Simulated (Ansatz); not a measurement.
System: C2H4BO2, charge 0, multiplicity 2. It need not be the lowest isomer of its formula. 
Structure (B3LYP-D3(BJ)/def2-TZVP (Ansatz, an electronic-structure program) minimum search):
```xyz
9

C      2.2186    -0.0857    -0.5471
C      0.9633    -0.0372    -0.2376
B     -0.5043     0.0195     0.1244
O     -1.1305     1.2434     0.0733
O     -1.1224    -1.1564     0.4823
H      3.0086     0.0434     0.1944
H      2.5623    -0.2585    -1.5682
H     -2.0628     1.2446     0.3092
H     -2.0549    -1.0856     0.7063
```
Charge 0, spin multiplicity 2.

Basis-set convergence of Hartree-Fock and CCSD correlation energies (hartree) with Ansatz. Correlated levels leave the core frozen unless marked. Open shells are spin-unrestricted. Spin-orbit coupling is left out. No relativistic terms.

The UHF reference is spin-contaminated (<S^2> 0.15 over the pure value in the largest basis). 

| basis | functions | E(HF) | E(corr, CCSD) |
|---|---|---|---|
| cc-pVDZ | 90 | -252.53630 | -0.72125 |
| cc-pVTZ | 206 | -252.61666 | -0.88691 |
| cc-pVQZ | 395 | -252.63534 | -0.94147 |

Extrapolating the two largest sets (X = 3 and 4) as X^-3: E(corr) = (64·(-0.94147) - 27·(-0.88691))/37 = -0.9813 Eh, an estimate of the basis-set limit. The largest set recovers 95.9 % of it, the smallest 73.5 %.
